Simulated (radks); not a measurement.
All-electron atom: Hg34+ in [Kr] 4d10. All-electron calculation, scalar-relativistic Kohn-Sham, LB94 model potential, spin-polarised, spherical densities, finite nucleus; Fermi nuclear charge, rms radius 5.4648 fm. Program: a radial shooting solver on a logarithmic mesh with Libxc functionals.

Normalised radial functions P(r) = r R(r), r in bohr:

r	3d	4d
0.00165	0.0002	0.0001
0.002365	0.0005	0.0003
0.003417	0.0014	0.0009
0.004897	0.0038	0.0023
0.007075	0.0101	0.0061
0.01014	0.0259	0.0155
0.01454	0.0649	0.0388
0.021	0.1588	0.0948
0.0301	0.3587	0.2124
0.04315	0.7420	0.4326
0.06234	1.3719	0.7712
0.08936	2.1009	1.0810
0.1291	2.5454	0.9987
0.1851	2.2241	0.1457
0.2652	1.2490	-1.1764
0.3832	0.3704	-1.8082
0.5493	0.0489	-1.1807
0.7873	0.0020	-0.3264
1.138	0.0000	-0.0269

3d: eigenvalue -3672.6 eV, 0 radial nodes, <r> = 0.164 bohr, 90 % of the charge inside 0.253 bohr. 4d: eigenvalue -1557.7 eV, 1 radial node at r = 0.193 bohr, <r> = 0.396 bohr, 90 % of the charge inside 0.579 bohr.
